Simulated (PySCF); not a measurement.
# Telling isomers of C$_{7}$H$_{10}$ apart by NMR

- NMR shieldings at PBE0/pcSseg-1/GIAO
- structure optimised with GFN2-xTB
- code: PySCF 2.14
- non-relativistic Hamiltonian, equivalent nuclei averaged, in vacuum, one conformer

Scale: TMS for $^{1}$H and $^{13}$C (reference shieldings calculated alike). Where no couplings were computed, multiplicities follow the n + 1 count of equivalent neighbours, and m marks all less simple cases (inequivalent or close neighbours, rings, F or P nearby). Shifts are as computed. Against solution values, carbons near 30 ppm lie about +3 ppm off and those near 130 ppm about +5 ppm. Of 1211 compounds with measured shifts, 218 miss one by over three times the rms of a fit or turn the order of signals round; such compounds aren't used in these exercises.

(1) Tabulate the signals of `C=C(C)[C@@H]1[C@@H]2C[C@@H]21`, `CCC1=CC=CC1` and their relative energies.

(2) What is the quickest way to tell C=C(C)[C@@H]1[C@@H]2C[C@@H]21 from CCC1=CC=CC1?

Answers

(1) 
| SMILES | carbon types | δC | δH | E rel. (kcal/mol) |
| --- | --- | --- | --- | --- |
| C=C(C)[C@@H]1[C@@H]2C[C@@H]21 | 1×C 3×CH 2×CH2 1×CH3 | 146.6, 119.6, 51.1, 27.4, 25.0, 5.8 | 5.22 (m, 1H), 5.11 (m, 1H), 2.55 (m, 1H), 1.89 (m, 2H), 1.79 (s, 3H), 1.25 (m, 1H), 0.97 (m, 1H) | 42.6 |
| CCC1=CC=CC1 | 1×C 3×CH 2×CH2 1×CH3 | 161.0, 139.9, 139.2, 134.3, 44.8, 29.7, 19.1 | 6.64 (m, 1H), 6.54 (m, 1H), 6.45 (d, 1H), 2.91 (m, 2H), 2.59 (q, 2H), 1.17 (t, 3H) | 0.0 |

Energies are electronic energies at PBE0/pcSseg-1 on these geometries, without zero-point or thermal terms, each for the one conformer computed, which needn't be the lowest.

(2) Count the carbon signals: 6 against 7. The first has a terminal =CH2 carbon at 119.6 ppm, the second an alkene CH at 139.9 ppm. Their most deshielded carbons lie at 146.6 and 161.0 ppm. In the proton spectra the most deshielded non-exchanging signals are 5.22 (m, 1H) and 6.64 (m, 1H).
